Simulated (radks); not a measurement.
Values are calculated unless marked as measured or tabulated.
The bromine anion Br-, 36 electrons, occupied as [Kr]. Code: a radial shooting solver on a logarithmic mesh with Libxc functionals. Model: scalar-relativistic Kohn-Sham, LDA (Slater exchange, Perdew-Wang correlation), spin-polarised, spherical densities, finite nucleus; Fermi nuclear charge, rms radius 4.1629 fm; Watson sphere of charge +1.43 and radius 4.41 bohr.

Normalised radial functions P(r) = r R(r), r in bohr:

r,4p
0.003731,0.0019
0.004897,0.0031
0.00648,0.0052
0.008505,0.0085
0.01116,0.0137
0.01465,0.0219
0.01939,0.0348
0.02545,0.0533
0.0334,0.0790
0.0442,0.1130
0.05801,0.1503
0.07615,0.1831
0.09995,0.1955
0.1323,0.1643
0.1736,0.0734
0.2279,-0.0726
0.3015,-0.2331
0.3957,-0.3170
0.5194,-0.2550
0.6818,-0.0348
0.9021,0.2830
1.184,0.5586
1.554,0.6984
2.056,0.6710
2.699,0.5302
3.543,0.3542
4.65,0.1942
6.153,0.0754
8.076,0.0199

4p: eigenvalue -8.316 eV, 2 radial nodes at r = 0.201, 0.705 bohr, <r> = 2.28 bohr, 90 % of the charge inside 3.64 bohr.
